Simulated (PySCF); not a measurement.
Electron correlation in Xe (xenon, neutral)

[Xe], closed-shell 1S. Calculation: PySCF 2.14, in aug-cc-pVDZ-PP with ECP28MDF (5s4p3d, 32 functions); scalar relativity through the core potential. Frozen: 4s2 4p6 4d10; 8 electrons correlated.

MP2 pair energies summed by pair of shells (mhartree):

```json
{"pair": "5p-5p", "energy": "-86.52", "share (%)": "81.8"}
{"pair": "5s-5p", "energy": "-15.22", "share (%)": "14.4"}
{"pair": "5s-5s", "energy": "-4.05", "share (%)": "3.8"}
```

Total MP2 correlation energy: -105.79 mhartree.

Same-spin part -29.21 and opposite-spin part -76.58 mhartree; SCS-MP2 scales them by 1/3 and 6/5 to -101.63 mhartree.

```csv
level,correlation energy (mhartree)
CCSD,-115.45
(T),-1.71
CCSD(T),-117.16
```

Diagnostics: T1 = 0.0050, D1 = 0.0074, largest double amplitude 0.039.

Cost of the coupled-cluster step: 0.14 s of wall time on 1 thread of Neoverse-N1 (shared host), for 8 correlated electrons.
